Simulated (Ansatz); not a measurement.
Reaction (SMILES): C(=[C]/[H])/Cl → 2 C atom + Cl atom + 2 H atom
B3LYP-D3(BJ)/def2-TZVP geometries, fixed; electronic energies without zero-point terms.

Basis-set convergence of the atomisation energy at B3LYP with Ansatz (a first-principles code). Cartesian d functions, on some or all atoms, in 6-31G**; all else is spherical. The program fits the integrals of some runs and decomposes those of others, by size. Open shells are unrestricted. No added dispersion term, no relativity. Functions are those of the species that has most. Reference: the value in aug-pcseg-3, 423.39 kcal/mol, itself unsure by roughly 0.13 kcal/mol (its mean distance from aug-cc-pV(Q+d)Z, cc-pV(5+d)Z, def2-QZVPPD).

| basis | functions | atomisation energy (kcal/mol) |
|---|---|---|
| STO-3G | 21 | ? |
| pcseg-1 | 56 | ? |
| 6-31G** | 59 | 421.75 |
| def2-TZVP | 111 | ? |
| def2-TZVPP | 132 | ? |
| aug-pcseg-2 | 188 | 423.12 |
| def2-QZVPP | 244 | 423.02 |
| pcseg-3 | 250 | 423.38 |
| aug-cc-pV(Q+d)Z | 341 | 423.36 |

Fill in the missing entries.


- STO-3G, atomisation energy (kcal/mol): 474.78
- pcseg-1, atomisation energy (kcal/mol): 414.83
- def2-TZVP, atomisation energy (kcal/mol): 422.28
- def2-TZVPP, atomisation energy (kcal/mol): 422.86
